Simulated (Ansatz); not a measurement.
Reaction (substitution at a C–S bond): `BCSCF` + `N[SiH3]` → `BCN[SiH3]` + `FCS`

Computed with Ansatz on PBE0-D4/def2-TZVP structures; ΔE is electronic, products minus reactants. CCSD(T)/CBS adds triple-zeta CCSD(T) − MP2 to the extrapolated MP2 energy (def2 sets, frozen cores). This one scheme is used for every species. DFT in def2-TZVPP. B3LYP here is the variant with VWN-RPA as its local correlation; programs differ in this. One conformer a species, not always the lowest.

| level | ΔE (kcal/mol) | difference from CCSD(T)/CBS |
| --- | --- | --- |
| PBE-D4 | 9.0 | -1.1 |
| r2SCAN-D4 | 9.8 | -0.3 |
| PBE0-D4 | 9.1 | -1.0 |
| B3LYP-D4 | 8.7 | -1.4 |
| ωB97X-V | 9.1 | -1.0 |
| ωB97M-V | 9.4 | -0.7 |
| B2PLYP | 9.4 | -0.7 |
| PBE | 8.9 | -1.2 |
| r2SCAN | 9.8 | -0.3 |
| PBE0 | 9.1 | -1.0 |
| B3LYP | 8.6 | -1.5 |
| HF/def2-TZVPP | 8.5 | -1.6 |
| MP2/def2-TZVPP | 10.6 | 0.5 |
| SCS-MP2/def2-TZVPP | 9.9 | -0.2 |
| CCSD/def2-TZVPP | 9.1 | -1.0 |
| CCSD(T)/def2-TZVPP | 9.4 | -0.7 |
| HF/def2-QZVPP | 8.5 | -1.6 |
| MP2/def2-QZVPP | 11.0 | 0.9 |
| SCS-MP2/def2-QZVPP | 10.3 | 0.2 |
| HF/CBS(def2) | 8.4 | -1.7 |
| MP2/CBS(def2) | 11.4 | 1.3 |
| CCSD/CBS(def2) | 9.8 | -0.3 |
| CCSD(T)/CBS | 10.1 | 0 |

Largest T1 diagnostic among the species: 0.011.

In def2-TZVPP, CCSD(T) changes the Hartree–Fock value by +0.9 kcal/mol (the triples alone add +0.4 kcal/mol) and MP2 by +2.1 kcal/mol.
